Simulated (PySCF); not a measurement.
Stepwise substitution at one centre (Ge OCH3-I). Isolated molecules, 0 K electronic values unless said otherwise. One relaxed conformer stands for each flexible species; it need not be the lowest. Strings in code marks are SMILES.

The S1 excitation (TDA) from two functionals at the same geometries (PBE0-D3(BJ)/def2-SVP), both in PySCF: PBE-D3(BJ)/def2-TZVP and M06-2X/def2-TZVP. Excitations are Tamm–Dancoff values on a coarser integration grid. The basis has no diffuse functions, so Rydberg states are missing or too high.

| species | PBE-D3(BJ)/def2-TZVP (eV) |
|---|---|
| 0 of 4 OCH3 replaced by I (`C[O][Ge]([O]C)([O]C)[O]C`) | 5.77 |
| 1 of 4 OCH3 replaced by I (`[O]([Ge]([I])([O]C)[O]C)C`) | 4.81 |
| 3 of 4 OCH3 replaced by I (`C[O][Ge]([I])([I])[I]` (C–O–Ge–I torsion 180°)) | 3.13 |
| 4 of 4 OCH3 replaced by I (`[I][Ge]([I])([I])[I]`) | 2.66 |

### Question
What does M06-2X/def2-TZVP give for each?

### Answer

- 0 of 4 OCH3 replaced by I (`C[O][Ge]([O]C)([O]C)[O]C`): 7.54
- 1 of 4 OCH3 replaced by I (`[O]([Ge]([I])([O]C)[O]C)C`): 5.85
- 3 of 4 OCH3 replaced by I (`C[O][Ge]([I])([I])[I]` (C–O–Ge–I torsion 180°)): 4.22
- 4 of 4 OCH3 replaced by I (`[I][Ge]([I])([I])[I]`): 3.81
Over these rows, drawn at random from the members with no instability flagged (it was tested for open shells, ions and some series alone), PBE minus M06-2X: mean -1.26 eV, from -1.77 eV to -1.03 eV.
